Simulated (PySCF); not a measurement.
## OsI₃⁺, singlet: molecular constants

Level of theory: B3LYP/[Os def2-SVP with ECP60, I def2-SVP with ECP28], scalar-relativistic core potentials, density fitting, no spin–orbit coupling, PySCF.

The structure is a saddle point with 1 imaginary mode.

```xyz
4
charge 1 multiplicity 1, angstrom
Os    0.0000    0.0000   -0.3549
I     0.0000    0.0000    2.1302
I     2.5108    0.0000   -0.7967
I    -2.5108    0.0000   -0.7967
```

* Point group: C2v
* Bond lengths: Os–I 2.485 Å, Os–I 2.549 Å (×2)
* Bond angles: I–Os–I 100.0° (×2), I–Os–I 160.0°
* Highest occupied level: -11.02 eV
* Zero-point energy (real modes): 4.6 kJ/mol
* Lowest empty level: -10.33 eV
* Principal polarisabilities: 91.5, 127.1, 214.8 bohr³
* Dipole moment about the centre of mass: 0.96 D
* Rotational constants: 0.02215, 0.01054, 0.007139 cm⁻¹
* Principal quadrupole moments (Buckingham, traceless) about the centre of mass: -14.79, 3.33, 11.46 D Å

Harmonic modes (masses in u: Os 191.961, I 126.904):
```
symmetry  ω (cm⁻¹)  IR (km/mol)   μ (u)     type
      b1      310i            –  161.57     bend
      b2        37          0.0  131.36     bend
      a1        61          0.3  136.96     bend
      a1       179          0.0  127.00  stretch
      b2       237         22.7  156.26  stretch
      a1       249          0.2  149.50  stretch
```

In C2v the vibrations span b1 + 2b2 + 3a1. Here b1 is antisymmetric to the molecular plane and b2 lies in it.

Charges (e):
```
atom  Mulliken  Löwdin  polar tensor  Mayer order to Os1
 Os1      0.18   -0.66          1.74                   –
  I2      0.37    0.67          0.19                1.76
I3,4      0.23    0.49         -0.47                1.43
```
Other Mayer orders above 0.3: I–I 0.34.

Mulliken populations on Os1 (electrons outside its core potential): s 2.84, p 6.33, d 6.64, f 0.02.

Stability towards spin polarisation was not tested. This need not be the most stable arrangement of these atoms. The small gap makes a closed-shell description doubtful. No spin–orbit coupling is included, which matters more the heavier the element.

The final relaxation and frequency run took roughly 8 core-minutes on a shared host.
